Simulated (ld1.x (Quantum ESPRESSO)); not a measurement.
**What one change does to a pseudopotential (hydrogen (H), TM semilocal)**

```
Element                 : H
Generator               : ld1.x (Quantum ESPRESSO) 7.5
Type                    : norm-conserving Troullier–Martins (semilocal form)
Functional              : LDA (PZ)
Relativity              : scalar-relativistic
Frozen core             : none
Valence charge          : 1
Reference configuration : 1s1
Partial waves           : 1s (bound): rc 1.35 bohr; 2p channel at -0.05 Ry: rc 1.10 bohr
Local potential         : the p channel
Core correction         : none
```

Change: wave 1s (bound): rc 1.35 bohr becomes 1s (bound): rc 1.64 bohr.

Cutoffs: the cutoffs (Ry, on a coarse ladder) from which the occupation-weighted sum of valence levels, in a spherical-Bessel basis at the reference potential, stays within 10 and 1 mRy of its value at 400 Ry; they do not see the model core or the augmentation charge, which bear on the density cutoff. Errors are all-electron minus pseudo energies relative to the spin-unpolarised reference configuration.

**Question.** How do hardness, ghosts and transferability respond?

**Answer.** The potential gets softer (18 Ry and 30 Ry → 15 Ry and 25 Ry); of the 3 tests that both files solve, the error grows in 3 and shrinks in 0 by more than 15 % and 0.3 meV (median size 2.2 → 4.7 meV); neither file shows a bound ghost. A larger radius leaves more room for a smooth pseudo-wave, so fewer plane waves are needed. More of the atom is replaced by a form fitted at one configuration, so other configurations suffer. A semilocal file is local in each channel, so a ghost entry of none says nothing of the separable form that plane-wave codes build from it.

```csv
quantity,base,changed
"cutoff, loose",18 Ry,15 Ry
"cutoff, tight",30 Ry,25 Ry
bound ghosts,none,none
"error for 1s0.5, meV [ΔE 4.64 eV]",+1.9,+4.7
"error for 1s1 (spin-polarised), meV [ΔE -0.90 eV]",-6.1,-12
"error for 1s0.5 (spin-polarised), meV [ΔE 4.26 eV]",-2.2,-3.7
```
